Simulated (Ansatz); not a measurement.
Calculated with Ansatz (gas phase, PBE0-D4/def2-TZVP geometries, no zero-point term in ΔE). CCSD(T)/CBS adds triple-zeta CCSD(T) − MP2 to the extrapolated MP2 energy (def2 sets, frozen cores). This one scheme is used for every species. DFT in def2-TZVPP. def2 core potentials past Kr. For Y outer-core shells are correlated without core-valence functions, which leaves a few kJ/mol of doubt a bond. One conformer a species, not always the lowest.

Consider the ligand exchange at a Y–O bond: `[NH2][Y]([NH2])[O][SiH3]` + HCl → `[NH2][Y]([NH2])[Cl]` + silanol.

CCSD(T)/CBS gives -36.2 kJ/mol.

(1) Another level gave -38.5 kJ/mol. Which?
A. PBE-QIDH/def2-TZVPP
B. CCSD(T)/def2-TZVPP
C. RPA@PBE/def2-TZVPP
D. PBE-D4/def2-TZVPP

Largest T1 diagnostic among the species: 0.013.

## Answers

(1) D. PBE-D4 -38.5, PBE-QIDH -42.7, CCSD(T)/def2-TZVPP -33.1, RPA@PBE/def2-TZVPP -27.7 kJ/mol.

From BLYP to BHLYP (50 % exact exchange), in def2-TZVPP and without D4, ΔE moves by −8.6 kJ/mol. Leaving LDA and LC-ωPBE aside and taking each functional with its dispersion term where it has one, the values, not all of them listed here, spread over 12.4 kJ/mol, from r2SCAN0-D4 to BLYP-D4.

CCSD(T)/CBS has its own doubt, a few kJ/mol and more with outer-core shells, so smaller differences from it don't rank the levels.
